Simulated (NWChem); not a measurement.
System: CaBrCl; SMILES [Cl][Ca][Br]

Here is an NWChem input.

```
start job
memory heap 200 mb stack 900 mb global 1100 mb
geometry units angstroms noautosym nocenter noautoz
  Ca     0.020764     0.582766     0.000000
  Cl    -0.195438     3.118142     0.000000
  Br     0.249845    -2.102042     0.000000
end
basis spherical
  Ca library def2-svp
  Cl library def2-svp
  Br library def2-svp
end
dft
  xc pbe0
  iterations 150
end
property
  efieldgrad
end
task dft property
```

All runs use the structure optimised with B3LYP/6-31G* (spherical d).

Vzz is the largest principal value of the second derivative of the potential at the nucleus (NWChem prints the opposite sign); η is the asymmetry. Non-relativistic.

Atoms are numbered as in the input.

Q: Give the results of this calculation. (PBE0/def2-SVP.) Quantities: Vzz Ca1 (a.u.); η Ca1; Vzz Cl2 (a.u.); η Cl2; Vzz Br3 (a.u.); η Br3.

A: 
- Vzz Ca1 (a.u.): -0.848
- η Ca1: 0.00
- Vzz Cl2 (a.u.): 0.287
- η Cl2: 0.00
- Vzz Br3 (a.u.): 0.770
- η Br3: 0.00
